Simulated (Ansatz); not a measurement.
This singlet lies 0.70 eV below the relaxed triplet at the level frozen-core CCSD(T)/aug-cc-pVTZ // PBE-D3(BJ)/def2-SVPD (Ansatz, an electronic-structure program).

Species: HBF, SMILES `F[BH-]` (lower singlet) (charge -1, multiplicity 1), formula HBF.

Problem. How many basis functions does frozen-core CCSD(T)/aug-cc-pVTZ // PBE-D3(BJ)/def2-SVPD (Ansatz) use, how many core orbitals are frozen, and how many electrons are correlated?

Solution. 115 basis functions and 2 frozen orbitals, which leaves 12 correlated electrons. Core time is of the order of seconds.
